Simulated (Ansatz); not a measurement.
Single points on the cluster Mg₄O₇H₆.

```yaml
crystal:
  periodic: [false, false, false]
  atoms:
    - {symbol: Mg, position_ang: [2.111554, 0.465675, -0.289180]}
    - {symbol: Mg, position_ang: [-2.501188, -1.190728, 2.669595]}
    - {symbol: Mg, position_ang: [-0.287170, -0.310556, 0.938903]}
    - {symbol: Mg, position_ang: [0.626045, 0.832481, -2.613842]}
    - {symbol: O, position_ang: [0.169698, 1.007948, -0.615520]}
    - {symbol: O, position_ang: [0.439076, -0.450026, -1.017231]}
    - {symbol: O, position_ang: [1.679942, -0.095717, 1.454466]}
    - {symbol: O, position_ang: [-1.611511, 0.460595, 2.171985]}
    - {symbol: O, position_ang: [0.039429, 1.181799, -4.285803]}
    - {symbol: O, position_ang: [2.554136, 1.030259, -2.036035]}
    - {symbol: O, position_ang: [-1.193403, -1.973158, 1.468523]}
    - {symbol: H, position_ang: [-1.781921, 1.379894, 2.376869]}
    - {symbol: H, position_ang: [3.286066, 1.316044, -2.581897]}
    - {symbol: H, position_ang: [-1.054941, -2.863151, 1.144664]}
    - {symbol: H, position_ang: [-3.775999, -1.704345, 3.690971]}
    - {symbol: H, position_ang: [2.071651, -0.253172, 2.312125]}
    - {symbol: H, position_ang: [-0.771456, 1.166166, -4.788595]}
basis:
  gaussian: {orbitals: def2-TZVP, initial_orbitals: start.molden}
hamiltonian: {xc: pbe0, dispersion: d4}
scf: {omitted_lower_state_checks: [starts]}
output: {orbitals: {seedname: orbitals}}
```

The file start.molden holds the orbitals of an earlier run on this structure, at another level or in another basis.

```sh
$ ansatz run in.yaml --threads 6 --pin off --events-out ev --progress --plain --max-ram 7833MiB
```

Output, abridged:

```
Functional definition: PBE0
2473 factors; their error is unknown
mean field evaluation 1: about -36026.5241 eV, gradient 3.6e2 eV
mean field evaluation 2: about -36098.3239 eV, gradient 9.3e1 eV
mean field evaluation 4: about -36189.4203 eV, gradient 2.6e1 eV
mean field evaluation 8: about -36196.0813 eV, gradient 3.8e-1 eV
mean field -36196.08140012 eV, -1330.1814568694 hartree, gradient 7.9e-6 eV, S^2 0.000000; 0 other end points of the search recorded, 0 dependent functions left out
reference -36196.08147097 eV, -1330.1814594728 hartree; 55, 55 occupied and 326, 326 virtual orbitals, 2473 factors
Total energy: -36196.47012881 eV, -1330.1957423852 hartree
Checks for a lower state left out: starts
```

Hardware: 6 threads of Intel Xeon on a shared host. Wall time 15 s, peak host memory 2.3 GiB.

Geometry: PBE0-D4/def2-SVP.

The structure holds one bond between oxygen atoms, so isomers without such links may lie far lower. The restricted singlet is unstable towards broken spin symmetry in Hartree–Fock (as tested in another run); at PBE0-D4/def2-TZVP this wasn't settled. The structure comes from a short search, and lower isomers may exist.
